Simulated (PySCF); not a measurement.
# Two-component Hartree-Fock for Se¹⁷⁺ (selenium, charge +17)

Start: [Ne] 3s2 3p5; 3p1/2 filled at m_j = +1/2; 3p3/2 filled at m_j = -3/2, -1/2, +1/2, +3/2. Calculated with PySCF 2.14 in an uncontracted even-tempered set (19 s from 1.7 bohr⁻², ratio 2.4; 14 p from 2.2 bohr⁻², ratio 2.4; 5 d from 11 bohr⁻², ratio 2.6; 4 f from 16 bohr⁻², ratio 2.6): generalised Hartree-Fock with the X2C-1e Hamiltonian and a Gaussian nucleus; one run each with spin-orbit coupling (SO) screened by Boettger's factors, then bare. This is a chosen level, not necessarily the ground level.

```
spinor shell  electrons  ε, screened SO (eV)  ε, bare SO (eV)  weight of nominal j (bare SO)  rms radius, bare SO (bohr)
       1s1/2          2             -13372.1         -13372.1                          1.000                      0.0508
       2s1/2          2              -2325.2          -2325.2                          1.000                       0.210
       2p1/2          2              -2144.7          -2146.6                          1.000                       0.185
       3s1/2          2              -767.98          -767.99                          1.000                       0.538
       3p1/2          1              -706.67          -707.06                          1.000                       0.531
       3p3/2          4              -695.02          -694.86                          1.000                       0.538
```

Problem. Where does 2p3/2 lie, and what is the 2p spin-orbit splitting (bare SO)?

Solution. At -2103.3 eV, 43.274 eV above 2p1/2.

```tsv
quantity	screened SO	bare SO
E (hartree)	-2275.64342	-2275.64607
M_J	1/2	1/2
⟨J²⟩	0.752	0.752
⟨L²⟩	2.006	2.006
⟨S²⟩	0.753	0.753
```

Each row is a mean over spinors that exchange with the open shell spreads, by up to 6.342 eV (2p1/2).
